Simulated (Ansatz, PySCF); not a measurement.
Cd(OMe)(GeH3) (CH6CdGeO), SMILES C[O][Cd][GeH3].

The structure is a stationary point at r2SCAN-D4/def2-SVP. The def2 effective core potentials stand for the cores of Cd; spin–orbit coupling is left out. The values are those of a single conformer.

Vertical ionisation energy (IE) and electron affinity (EA) in eV. Rows of orbital energies are one-electron estimates. Where ΔSCF, EOM or ADC give a negative EA the extra electron is unbound and the value depends on the basis.

| level | IE | EA |
|---|---|---|
| −ε(HOMO), −ε(LUMO), r2SCAN/def2-TZVP (PySCF) | [?] | [?] |
| −ε(HOMO), −ε(LUMO), PBE/def2-TZVP (PySCF) | 5.44 | 1.73 |
| ΔSCF, PBE0/def2-SVPD (Ansatz), final states of multiplicity 2 and 2 | 8.91 | -0.33 |
| ΔSCF, PBE/def2-SVPD (Ansatz), final states of multiplicity 2 and 2 | 8.72 | -0.21 |

Task: What belongs in the gaps? (The exact figures need the calculation; the answer reports its results.)

Result: 
- −ε(HOMO), −ε(LUMO), r2SCAN/def2-TZVP (PySCF), IE: 5.70
- −ε(HOMO), −ε(LUMO), r2SCAN/def2-TZVP (PySCF), EA: 1.47

Task: What vertical singlet–triplet gap does ΔSCF give with PBE0/def2-SVPD (Ansatz, a program for electronic structure) and with PBE/def2-SVPD (Ansatz)? (Estimate from the structure and the level; the computed values follow.)

Result: 4.51 and 4.20 eV (triplet above singlet where positive).
